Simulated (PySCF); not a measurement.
Start geometry of `C=[P@@]1(C(C)C)C[C@H]1C` from GFN2-xTB (Å):
```
atom  x, y, z in Å
C1     1.075   -0.438    1.936
P2     0.292    0.074    0.466
C3    -1.480    0.129   -0.289
C4    -2.284    1.008    0.617
C5    -1.977   -1.305   -0.362
C6     1.174    1.430   -0.367
C7     1.403    0.037   -0.990
C8     2.772   -0.582   -0.871
H9     0.822   -1.458    2.144
H10    0.662    0.195    2.762
H11   -1.414    0.559   -1.275
H12   -3.343    1.032    0.279
H13   -2.335    0.625    1.629
H14   -1.947    2.027    0.653
H15   -1.988   -1.752    0.645
H16   -1.330   -1.891   -0.979
H17   -2.985   -1.318   -0.753
H18    2.010    1.834    0.191
H19    0.636    2.151   -0.946
H20    0.897   -0.093   -1.955
H21    2.722   -1.620   -1.217
H22    3.494   -0.060   -1.470
H23    3.073   -0.560    0.156
```

Q: What comes out of this run: PySCF 2.14.0, PBE0-D3(BJ)/def2-SVP geometry optimisation, gas phase?

A: 
```
atom  x, y, z in Å
C1     0.676   -0.439    1.954
P2     0.276    0.107    0.430
C3    -1.427    0.110   -0.316
C4    -2.328    1.009    0.520
C5    -1.935   -1.324   -0.374
C6     1.204    1.449   -0.350
C7     1.461    0.076   -0.964
C8     2.805   -0.574   -0.778
H9     0.674   -1.513    2.147
H10    0.615    0.254    2.795
H11   -1.324    0.517   -1.337
H12   -3.367    0.973    0.154
H13   -2.326    0.677    1.571
H14   -1.995    2.058    0.498
H15   -1.913   -1.777    0.631
H16   -1.321   -1.950   -1.040
H17   -2.975   -1.358   -0.737
H18    2.009    1.873    0.257
H19    0.655    2.184   -0.947
H20    1.000   -0.069   -1.949
H21    2.779   -1.630   -1.085
H22    3.578   -0.062   -1.374
H23    3.096   -0.539    0.283
```

The energy falls by 37.4 kJ/mol over 8 energy and gradient evaluations, the largest force component goes from 0.0312 to 3.4e-04 Eh/bohr, and the atoms move by 0.092 Å rms after alignment. The bond that changes most is C1=P2 (ends: carbon bonded to P and 2 H; phosphorus bonded to 4 C), which shortens by 0.075 Å. Bonds longer at the end by more than 0.005 Å: 12 of 23; shorter: 6. Among the angles that change most is C1–P2–C3, from 138.8° to 126.0°. Among the dihedrals that turn most is H10–C1–P2–C6, from 89° to 62°. Rotational constants go from 2597, 1121, 1087 to 2632, 1122, 1107 MHz. The orientation of the end geometry is arbitrary; only internal coordinates are fixed.

The run used 191 basis functions and 57 SCF cycles in all. Hardware: one thread of an Intel Xeon 6975P-C, shared host with 192 logical CPUs at a one-minute load of 85. Cost: 1.8 min of wall time, 0.82 GiB resident at most.

Stationary, but not proved a minimum. One conformer, not necessarily the lowest.
